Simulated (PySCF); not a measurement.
Compound: C₂H₄Cl₂NSi₂ (doublet state).
Geometry (GFN2-xTB, Å), atoms numbered from 1 in this order:
```xyz
11
C2H4Cl2NSi2 angstrom
N     -2.0165   -0.8114    0.3716
Si    -0.7839   -0.0226   -0.5380
C      0.9171   -0.7678   -0.1611
C      1.6557    0.2070    0.3682
Cl     3.3049    0.0582    0.8494
Si     0.4541    1.7139    0.4842
Cl     1.2747    3.2135   -0.6643
H     -2.9796   -0.5607    0.2272
H     -1.8570   -1.0359    1.3394
H     -1.2350   -0.2316   -1.9189
H      1.2710   -1.7601   -0.3836
```

The hyperfine couplings belong to this conformer and change with its torsions.

Identity: `ClC1[Si]([Si@@H](C=1)N)Cl` [radical].

Theory: UKS B3LYP, pcH-1 on C Cl H N Si, non-relativistic, mean-field spin-orbit, GIAO in PySCF 2.14.0. One conformer (not necessarily the lowest) at the GFN2-xTB geometry, without solvent, vibrations or thermal averaging. The geometry wasn't refined by DFT: couplings that depend on bond lengths, twists or pyramidal angles can differ widely from those at the functional's own minimum, by a factor of two or more for some ions and for spin on atoms past the first row. Stability of the SCF solution: not tested.

Problem. Match the computed a_iso(29Si) values -454.6, -80.4 MHz with the sites Si2; Si6.

Solution. 
| site | a_iso (MHz) | ρ(0) (bohr⁻³) | position | distance from Si6 (Å) | spin population | largest \|T\| (MHz) |
| --- | --- | --- | --- | --- | --- | --- |
| Si2 | -80.4 | +0.0906 | 1 bond from Si6 | 2.36 | +0.10 | 35.8 |
| Si6 | -454.6 | +0.5120 | largest spin population | 0.00 | +0.72 | 144.5 |

Problem. The isotropic 13C couplings are +50.2, +13.6 MHz. Assign them to C3; C4.

Solution. 
| site | a_iso (MHz) | ρ(0) (bohr⁻³) | position | distance from Si6 (Å) | spin population | largest \|T\| (MHz) |
| --- | --- | --- | --- | --- | --- | --- |
| C3 | +50.2 | +0.0447 | 2 bonds from Si6 | 2.61 | +0.09 | 15.9 |
| C4 | +13.6 | +0.0121 | 1 bond from Si6 | 1.93 | -0.02 | 9.7 |

Problem. Match the computed a_iso(35Cl) values +11.9, -0.9 MHz with the sites Cl5; Cl7.

Solution. 
| site | a_iso (MHz) | ρ(0) (bohr⁻³) | position | distance from Si6 (Å) | bound to | spin population there | largest \|T\| (MHz) |
| --- | --- | --- | --- | --- | --- | --- | --- |
| Cl5 | -0.9 | -0.0020 | 2 bonds from Si6 | 3.32 | C4 | -0.02 | 1.0 |
| Cl7 | +11.9 | +0.0261 | 1 bond from Si6 | 2.06 | Si6 | +0.72 | 37.7 |

ρ(0) is the spin density at the nucleus and T the dipolar tensor; a_iso includes a spin–orbit part; entries for several nuclei are means. Largest spin populations (Mulliken): Si6 (+0.72), Si2 (+0.10), C3 (+0.09) and Cl7 (+0.07). No atom but Si6 exceeds +0.15. The angles at Si6 add up to 301.0°, so it is pyramidal.

Nuclei that the bonding pattern makes equivalent are averaged, as if the motion that swaps them (rotation, inversion, ring flip) were fast.

On one thread of an Arm Neoverse V2, no GPU, shared host, this took 73 s wall (grids of density and orbitals included) and 0.96 GiB of memory at its peak.
